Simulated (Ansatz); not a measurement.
Abridged output of a molecular run in Ansatz:

```
Functional definition: HF
1425 factors; integrals over basis functions are off by at most 1.0e-3 eV
mean field evaluation 1: about -59200.6807 eV, gradient 4.4e1 eV
mean field evaluation 2: about -59200.8995 eV, gradient 4.4e1 eV
mean field evaluation 4: about -59204.9880 eV, gradient 4.5e0 eV
mean field evaluation 8: about -59205.0648 eV, gradient 4.2e-1 eV
mean field evaluation 16: about -59205.0655 eV, gradient 2.7e-6 eV
mean field -59205.06545361 eV, -2175.7460247853 hartree, gradient 2.7e-6 eV, S^2 0.000000; 0 other end points of the search recorded, 0 dependent functions left out
13 core orbitals not correlated: weight in the atoms' cores, before any rotation towards them, 1.000 or more for the frozen orbitals, at most 0.000 for the correlated occupied ones
reference -59205.06545361 eV, -2175.7460247853 hartree; 19, 19 occupied and 196, 196 virtual orbitals, 1425 factors
second order -27.91564586 eV of doubles, -0.00000000 eV of singles
cycle   1  -27.48983804 eV  change    4.3e-1 eV  update   1.3e-1
cycle   2  -28.26286724 eV  change   -7.7e-1 eV  update   4.3e-2
cycle   3  -28.44128153 eV  change   -1.8e-1 eV  update   2.3e-2
cycle   4  -28.41967124 eV  change    2.2e-2 eV  update   5.9e-3
cycle   5  -28.41385371 eV  change    5.8e-3 eV  update   3.3e-3
cycle   6  -28.41613828 eV  change   -2.3e-3 eV  update   1.3e-3
cycle   7  -28.41584763 eV  change    2.9e-4 eV  update   5.6e-4
cycle   8  -28.41568026 eV  change    1.7e-4 eV  update   1.4e-4
cycle   9  -28.41576898 eV  change   -8.9e-5 eV  update   5.0e-5
cycle  10  -28.41578762 eV  change   -1.9e-5 eV  update   1.4e-5
perturbative correction -1.09843856 eV, -0.0403668724 hartree
Total energy: -59234.57967978 eV, -2176.8306525918 hartree
```

Its atoms:

Cartesian coordinates in Å:
```
F 0.603 -1.524 -0.181
C -0.395 -0.616 -0.546
Ga 2.560 0.383 0.527
C -0.357 0.558 0.396
O 0.899 1.152 0.422
H -0.182 -0.306 -1.573
H -1.352 -1.143 -0.503
H -0.659 0.219 1.399
H -1.117 1.278 0.060
```

(1) Which basis set was used?
A. def2-TZVPPD
B. def2-TZVPP
C. cc-pV(D+d)Z
D. def2-SVP

(2) Write the keys of the input that set method, charge and spin (a neutral closed shell needs none for the last two).

Answers

(1) B. It gives 228 functions.

(2) 
```yaml
correlation: {method: ccsd_t}
```
